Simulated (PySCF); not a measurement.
# [Eu(NH2)2]+ at several levels of theory

Computed with PySCF 2.14.0 (density fitting, no spin-orbit coupling) at the geometry relaxed with PBE0:

```xyz
7
[Eu(NH2)2]+ (singlet in the valence; each metal's 4f electrons, 6 of them, lie in its core potential, out of spins and levels)
Eu    0.0000    0.7830    0.0237
N     1.6725    0.0326    1.0545
H     1.6143   -0.5687    1.8813
H     2.6700    0.1584    0.8677
N    -1.6725    0.0326    1.0545
H    -2.6700    0.1584    0.8677
H    -1.6143   -0.5687    1.8813
```

```tsv
level	basis	state	HOMO (eV)	gap (eV)	charge on Eu1 (e)	population of f-type functions on Eu1 (polarisation alone where 4f lies in the core)	dipole about the centre of mass (D)	largest force component (eV/Å)
PBE0	Eu lcecp-1-SVP with ECP52, N def2-SVP, H def2-SVP	singlet	-11.58	5.08	1.21	0.06	2.82	0.02
M06-L	the same	singlet	-10.35	4.08	1.31	0.06	2.96	0.28
CAM-B3LYP	the same	singlet	-12.92	7.08	1.21	0.07	3.04	0.13
```

In the lcecp rows the 4f levels are missing from HOMO and gap, and the state counts the valence alone.

Charges are Mulliken's, which hang on the basis. The relaxation used the grid (50, 194), these runs (75, 302) or, all-electron (x2c bases, spin-free X2C Hamiltonian), (99, 590).

Question: What does PBE0 with Eu lcecp-1-TZVP with ECP52, N def2-TZVP, H def2-TZVP give here?

Answer: state singlet, HOMO (eV) -11.61, gap (eV) 5.10, charge on Eu1 (e) 1.62, population of f-type functions on Eu1 (polarisation alone where 4f lies in the core) 0.06, dipole about the centre of mass (D) 3.09, largest force component (eV/Å) 0.30. Time: 8.9 s on 2 threads of Arm Neoverse V1 (shared host), from free ions and atoms.

In the first row's basis the gap widens with exact exchange: 4.1 eV for M06-L (none); 5.1 eV for PBE0 (a fixed share); 7.1 eV for CAM-B3LYP (rising or full at long range).

An lcecp potential fixes the number of 4f electrons, so in runs with it no electron can move into or out of that shell.
